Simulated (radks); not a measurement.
Values are calculated unless marked as measured or tabulated.
Species: Co. Configuration: [Ar] 3d6 4s2 4p1 (not the ground configuration). Code: a radial shooting solver on a logarithmic mesh with Libxc functionals. Model: non-relativistic Kohn-Sham, Wu-Cohen GGA, spin-polarised, spherical densities, point nucleus; open shells are filled with parallel spins first. Some entries of the table are withheld. Estimate them.

| orbital | occ. | eigenvalue (Ry) | r(max) (bohr) |
|---|---|---|---|
| 1s up | 1 | -552.8074 | 0.03751 |
| 1s down | 1 | -552.8052 | 0.03751 |
| 2s up | 1 | -65.55868 | 0.2162 |
| 2s down | 1 | -65.38551 | 0.2161 |
| 2p up | 3 | -57.01173 | 0.1733 |
| 2p down | 3 | -56.88044 | 0.1731 |
| 3s up | 1 | -8.03779 | 0.6744 |
| 3s down | 1 | -7.68968 | 0.6755 |
| 3p up | 3 | -5.47584 | 0.6780 |
| 3p down | 3 | -5.13461 | 0.6797 |
| 3d up | 5 | -1.26121 | (1) |
| 3d down | 1 | -0.94331 | (2) |
| 4s up | 1 | -0.60249 | (3) |
| 4s down | 1 | -0.49397 | (4) |
| 4p up | 1 | -0.22209 | 2.754 |
| 4p down | 0 | -0.14294 | 2.890 |

Answer. 
(1) 3d up r(max) (bohr): 0.6508
(2) 3d down r(max) (bohr): 0.6583
(3) 4s up r(max) (bohr): 2.169
(4) 4s down r(max) (bohr): 2.242
